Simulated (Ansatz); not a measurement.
Reaction (ligand exchange at a Ge–Se bond): `B[Se][GeH3]` + `O[SiH2]F` → `F[SiH2][O][GeH3]` + `B[SeH]`

Program: Ansatz. Geometries: PBE0-D4/def2-TZVP. ΔE: electronic, gas phase. CBS: MP2 limit from def2 TZ/QZ plus the TZ coupled-cluster correction, frozen cores. DFT in def2-TZVPP. For Ge, Se outer-core shells are correlated without core-valence functions, which leaves a few kJ/mol of doubt a bond. Scalar relativity is left out up to krypton. Each species was taken in one conformer, which may not be the lowest.

```
           species  BLYP-D4 energy (Eh)
     `B[Se][GeH3]`          -4506.51902
        `O[SiH2]F`           -466.54719
`F[SiH2][O][GeH3]`          -2544.82075
          `B[SeH]`          -2428.23973
```

Problem. Work out ΔE.

Solution. ΔE = (-2544.82075) + (-2428.23973) − (-4506.51902) − (-466.54719) = 0.00573 Eh = +15.0 kJ/mol. CCSD(T)/CBS gives +16.8 kJ/mol.

Largest T1 diagnostic among the species: 0.013.

Leaving LDA and LC-ωPBE aside and taking each functional with its dispersion term where it has one, the values, not all of them listed here, spread over 17.6 kJ/mol, from B97M-V to PBE-D4. In def2-TZVPP, CCSD(T) changes the Hartree–Fock value by +11.2 kJ/mol (the triples alone add +1.8 kJ/mol) and MP2 by +15.6 kJ/mol.
